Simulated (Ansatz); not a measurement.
One geometry of B2W2, several levels of theory.

```yaml
crystal:
  periodic: [false, false, false]
  atoms:
    - {symbol: W, position_ang: [1.133954, -0.069282, 0.374712]}
    - {symbol: W, position_ang: [-1.139067, 0.052707, 0.361676]}
    - {symbol: B, position_ang: [0.080695, 1.467698, -0.334809]}
    - {symbol: B, position_ang: [-0.075582, -1.451133, -0.401579]}
basis:
  gaussian: {orbitals: def2-TZVP, initial_orbitals: start.molden}
hamiltonian: {xc: {name: BHLYP}, dispersion: d4}
scf: {omitted_lower_state_checks: [starts]}
output: {orbitals: {seedname: orbitals}}
```

The file start.molden holds the orbitals of an earlier run on this structure, at another level or in another basis.

```sh
$ ansatz run in.yaml --threads 4 --pin off --events-out ev --progress --plain --max-ram 3916MiB
```

Shortened log:

```
Functional definition: BHLYP
1344 factors; their error is unknown
mean field evaluation 1: about -4988.4160 eV, gradient 6.8e0 eV
mean field evaluation 2: about -4988.4770 eV, gradient 1.0e-1 eV
mean field evaluation 4: about -4988.5351 eV, gradient 5.2e-4 eV
mean field evaluation 8: about -4988.5351 eV, gradient 1.5e-5 eV
mean field -4988.53506671 eV, -183.3252823512 hartree, gradient 1.5e-5 eV, S^2 0.000000; 0 other end points of the search recorded, 0 dependent functions left out
reference -4988.53520290 eV, -183.3252873558 hartree; 19, 19 occupied and 123, 123 virtual orbitals, 1344 factors
Total energy: -4988.92771060 eV, -183.3397117479 hartree
Checks for a lower state left out: starts
```

It took 1.8 s on 4 threads of Arm Neoverse V2 on a shared host.

As the first input, with `hamiltonian: {xc: pbe}`, `correlation: {method: rpa}` and without the key `output` (abridged; 2.6 s):

```
Functional definition: PBE
mean field -4999.31863868 eV, -183.7215713117 hartree, gradient 2.5e-6 eV, S^2 0.000000
2 core orbitals not correlated: weight in the atoms' cores, before any rotation towards them, 1.000 or more for the frozen orbitals, at most 0.000 for the correlated occupied ones
Total energy: -4985.26560001 eV, -183.2051316661 hartree
Checks for a lower state left out: starts
```

As the first input, with `hamiltonian: {xc: {name: r2SCAN0}, dispersion: d4}` (abridged; 3 s):

```
Functional definition: r2SCAN0
mean field -4995.37853271 eV, -183.5767750880 hartree, gradient 1.9e-5 eV, S^2 0.000000
Total energy: -4995.42575843 eV, -183.5785106011 hartree
Checks for a lower state left out: starts
```

First input, but with `hamiltonian: {xc: r2scan, dispersion: d4}` (abridged; 2.6 s):

```
Functional definition: r2SCAN
mean field -4999.46531705 eV, -183.7269616424 hartree, gradient 1.1e-5 eV, S^2 0.000000
Total energy: -4999.50034932 eV, -183.7282490545 hartree
Checks for a lower state left out: starts
```

The first input with `hamiltonian: {xc: hse06, dispersion: d4}` (abridged; 1.5 s):

```
Functional definition: HSE06
mean field -4995.55768809 eV, -183.5833589268 hartree, gradient 7.6e-5 eV, S^2 0.000000
Total energy: -4995.72262424 eV, -183.5894202184 hartree
Checks for a lower state left out: starts
```

First input, but with `gaussian: {orbitals: def2-SVP, initial_orbitals: start.molden}`, `hamiltonian: {xc: pbe0, dispersion: d4}` (abridged; 0.95 s):

```
Functional definition: PBE0
mean field -4993.54323665 eV, -183.5093292017 hartree, gradient 6.2e-5 eV, S^2 0.000000
Total energy: -4993.71267892 eV, -183.5155560904 hartree
Checks for a lower state left out: starts
```

The first input with `hamiltonian: {xc: {name: CAM-B3LYP}, dispersion: d4}` (abridged; 1.8 s):

```
Functional definition: CAM-B3LYP
mean field -4992.80978612 eV, -183.4823753917 hartree, gradient 1.5e-5 eV, S^2 0.000000
Total energy: -4992.99079615 eV, -183.4890273878 hartree
Checks for a lower state left out: starts
```

Geometry: PBE0-D4/def2-TZVP.

In the def2 sets W takes a core potential; there is no spin–orbit coupling. HSE06 is defined as in plane-wave codes, on full-range PBE exchange. Correlated methods freeze 2 core orbitals; core or outer-core shells of W are correlated, in sets that lack core-valence functions. The restricted singlet is unstable towards broken spin symmetry in Hartree–Fock (as tested in another run); at BHLYP-D4/def2-TZVP this wasn't settled. At r2SCAN-D4/def2-TZVP the restricted singlet is unstable: a solution with broken spin symmetry lies lower. The geometry of the singlet was relaxed on an unsound state (restricted singlet, unstable towards broken spin symmetry). The structure comes from a short search, and lower isomers may exist.
